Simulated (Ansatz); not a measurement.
Ansatz (a first-principles code) input (PBE/STO-3G):

Ansatz 0.2 input:
```yaml
crystal:
  periodic: [false, false, false]
  atoms:
    - {symbol: N, position_ang: [1.66275200, 0.23559900, -0.10313500]}
    - {symbol: Si, position_ang: [-0.19078100, -0.02703200, 0.01183400]}
    - {symbol: O, position_ang: [-0.31587700, -0.71045400, 1.45421100]}
    - {symbol: O, position_ang: [-0.44578200, -0.97777400, -1.25079500]}
    - {symbol: O, position_ang: [-0.72304900, 1.47785700, -0.11132400]}
    - {symbol: H, position_ang: [2.17729500, -0.58244800, 0.23062100]}
    - {symbol: H, position_ang: [1.96208300, 1.03603000, 0.45816800]}
    - {symbol: H, position_ang: [1.95617700, 0.41011200, -1.06687600]}
    - {symbol: H, position_ang: [-0.89513400, -0.41121500, 2.16172800]}
    - {symbol: H, position_ang: [-0.90522900, -1.82271700, -1.22543600]}
    - {symbol: H, position_ang: [-1.38586300, 1.78246800, -0.73866100]}
basis:
  gaussian:
    orbitals: STO-3G
hamiltonian:
  xc: {name: PBE}
total_charge: 1
output: {forces: true}
```

Output:

```
Functional definition: PBE
integrals: 0.01 GiB planned
467 factors; integrals over basis functions are off by at most 3.2e-5 eV
mean field: 0.08 GiB planned
mean field evaluation 1: about -15386.5923 eV, gradient 4.5e1 eV
mean field evaluation 2: about -15382.7018 eV, gradient 5.8e1 eV
mean field evaluation 4: about -15393.1295 eV, gradient 2.1e0 eV
mean field evaluation 8: about -15393.0720 eV, gradient 2.6e-2 eV
mean field -15393.07196072 eV, -565.6849607575 hartree, gradient 7.6e-5 eV, S^2 0.000000; 0 other end points of the search recorded, 0 dependent functions left out
the calculation of the forces begins
reference -15393.07198980 eV, -565.6849618261 hartree; 25, 25 occupied and 10, 10 virtual orbitals, 467 factors
Total energy: -15393.07198980 eV, -565.6849618261 hartree
Atom 0 at     1.662752     0.235599    -0.103135 Å, force    -1.208635    -0.171261     0.074955 eV/Å
Atom 1 at    -0.190781    -0.027032     0.011834 Å, force    -1.994013    -0.282524     0.123627 eV/Å
Atom 2 at    -0.315877    -0.710454     1.454211 Å, force     2.325329    -2.290606    -0.302036 eV/Å
Atom 3 at    -0.445782    -0.977774    -1.250795 Å, force     1.637601     1.699546    -2.274845 eV/Å
Atom 4 at    -0.723049     1.477857    -0.111324 Å, force     1.954045     1.429439     2.209969 eV/Å
Atom 5 at     2.177295    -0.582448     0.230621 Å, force     1.097604    -1.445089     0.615325 eV/Å
Atom 6 at     1.962083     1.036030     0.458168 Å, force     0.705367     1.484826     0.984523 eV/Å
Atom 7 at     1.956177     0.410112    -1.066876 Å, force     0.701180     0.315080    -1.755162 eV/Å
Atom 8 at    -0.895134    -0.411215     2.161728 Å, force    -1.869400     1.349945     1.660172 eV/Å
Atom 9 at    -0.905229    -1.822717    -1.225436 Å, force    -1.401545    -2.366289     0.713784 eV/Å
Atom 10 at    -1.385863     1.782468    -0.738661 Å, force    -1.947532     0.276933    -2.050311 eV/Å
Dipole moment:     0.586186     0.083058    -0.036359 e Å
```

The dipole moment of an ion depends on the origin.

The geometry given is a B3LYP-D3(BJ)/def2-TZVP minimum.
